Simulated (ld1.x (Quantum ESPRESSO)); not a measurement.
**Scattering properties, ultrasoft potential for iridium (Ir)**

Ir, ultrasoft, made with ld1.x (Quantum ESPRESSO) 7.5 (BLYP, scalar-relativistic). Core [Xe] 4f14, reference 5d7 6s1 6p0 (charge +1). Waves: 6s (bound): rcut 1.60, rcutus 2.15 bohr; 6s channel at 3.2 Ry: rcut 1.60, rcutus 2.15 bohr; 6p (bound, empty): rcut 1.95, rcutus 2.75 bohr; 6p channel at 0.6 Ry: rcut 1.95, rcutus 2.75 bohr; 5d (bound): rcut 1.30, rcutus 1.60 bohr; 5d channel at -0.15 Ry: rcut 1.30, rcutus 1.60 bohr. Local part: all-electron potential smoothed inside 1.30 bohr (lloc = -1). Core correction: none. Augmentation charge: PSQ, inside the norm-conserving radii.

The phase is arctan(r·u′/u) with u = r·R(r), unwrapped; energies in Ry, scanned from -3 to 5 Ry. A pole is an energy at which the radial function vanishes at the test radius. The pseudo phase is shifted by a multiple of π to meet the all-electron one at the reference energy, and phase errors are pseudo minus all-electron; the curves can meet again beyond the range given. Levels narrower than the energy grid can be missing from the lists of poles.

**Question.** For each channel, where are the poles, and over which energies does the pseudopotential scatter like the atom?

**Answer.**

| channel | radius (bohr) | reference energy (Ry) | poles, all-electron | poles, pseudo | unbroken range about the reference energy with phases within 0.05 rad | phase error 1 Ry above the reference energy (rad) |
| --- | --- | --- | --- | --- | --- | --- |
| s | 3.00 | -1.00 | 0.10 | 0.09 | the whole range | -0.000 |
| p | 3.00 | -0.53 | 1.41 | 1.40 | below 3.2 | +0.000 |
| d | 3.00 | -1.12 | -0.93, 3.71 | -0.93, 3.69 | the whole range | -0.000 |

Note: ghost states, extra bound levels that the all-electron valence spectrum of the same l lacks: s at -207.2 eV, p at -128.5 eV. A true bound ghost makes a file unfit for plane-wave use.

Phases in the d channel:

```csv
E (Ry),all-electron,pseudo
-3.00,1.354,1.354
-2.52,1.324,1.324
-2.04,1.270,1.270
-1.56,1.110,1.110
-1.08,-1.316,-1.316
-0.60,-1.740,-1.740
-0.12,-1.871,-1.871
0.36,-2.045,-2.045
0.84,-2.485,-2.485
1.32,-3.658,-3.660
1.80,-4.302,-4.303
2.28,-4.510,-4.511
2.76,-4.608,-4.609
3.24,-4.669,-4.670
3.72,-4.714,-4.715
4.20,-4.752,-4.753
4.68,-4.790,-4.792
```
